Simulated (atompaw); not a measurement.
**Building the PAW (atompaw) potential for iridium (LDA (PW92), scalar-relativistic).**

| Property | Result |
| --- | --- |
| Element | Ir |
| Generator | atompaw 4.2.0.5 |
| Type | PAW |
| Functional | LDA (PW92) |
| Relativity | scalar-relativistic |
| Frozen core | [Kr] 4d10 4f14 |
| Valence charge | 17 |
| Reference configuration | 5s2 5p6 5d7 6s2 6p0 |
| Partial waves | 5s (bound): rc 1.75 bohr; 6s (bound): rc 2.10 bohr; 5p (bound): rc 2.05 bohr; 6p (bound, empty): rc 2.10 bohr; 5d (bound): rc 2.10 bohr; 5d channel at 8.87 Ry: rc 2.10 bohr |
| Local potential | troulliermartins scheme with l = 3 at -0.5 Ry, radius 1.65 bohr |
| Core correction | smooth core density matched at 1.95 bohr |
| Augmentation charge | besselshape compensation charge, radius 2.00 bohr; PAW radius 2.10 bohr; waves and projectors: custom polynom2 7 10 vanderbiltortho |

- Cutoffs needed: 21 Ry and 40 Ry (the cutoffs (Ry, on a coarse ladder) from which the occupation-weighted sum of valence levels, in a spherical-Bessel basis at the reference potential, stays within 10 and 1 mRy of its value at 400 Ry)
- Ghost test: no extra level below or beside the all-electron valence levels (s, p, d, f tested) (spherical-Bessel basis up to 400 Ry, 20 bohr box)
- Lowest eigenvalue of the overlap operator: 0.44 (s channel)
- Overlap eigenvalues printed by atompaw (projector basis): 0.214, 0.439, 2.26, 86.7, 1.26e+03, 1.11e+04
- Share of each valence orbital outside the PAW sphere: 5s 0 %, 6s 77 %, 5p 2 %, 6p 95 %, 5d 25 %
